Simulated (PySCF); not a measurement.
CHBClF3, SMILES B(C(F)(F)F)Cl. Atoms are numbered in the order given.

```xyz
7

B      0.8049    -0.5820     0.0000
C      0.0149     0.8155     0.0000
F     -1.3221     0.7202     0.0000
F      0.3692     1.5298     1.0912
F      0.3692     1.5298    -1.0912
Cl    -0.0507    -2.0848     0.0000
H      2.0019    -0.5605     0.0000
```
Charge 0, spin multiplicity 1.

The structure is a stationary point at B3LYP-D3(BJ)/def2-SVP. The structure was generated by enumeration, and PubChem lists no compound with its InChIKey, so it may never have been made.

Method: PBE/pcSseg-1 (PySCF).

GIAO shieldings, no solvent; atoms alike by connectivity are averaged. δ = σ(ref) − σ: ¹¹B against BF3 (σ = 83.9 ppm); ¹³C against TMS (σ = 182.0 ppm); ¹⁹F against CFCl3 (σ = 133.6 ppm); ³⁵Cl against HCl (σ = 936.5 ppm); ¹H against TMS (σ = 31.49 ppm), references at their B3LYP-D3(BJ)/def2-TZVP geometries, non-relativistic (without spin–orbit terms, shifts of atoms bonded to Cl or Br come out too high).

```csv
atoms,nucleus,count,δ (ppm)
B1,¹¹B,1,53.7
C2,¹³C,1,136.7
"F3, F4, F5",¹⁹F,3,-104.0
Cl6,³⁵Cl,1,…
H7,¹H,1,…
```

**Question.** Some entries are withheld; supply them. (An estimate is asked for; the answer gives what the named calculation found.)

**Answer.** 
- Cl6, δ (ppm): 361.9
- H7, δ (ppm): 6.75
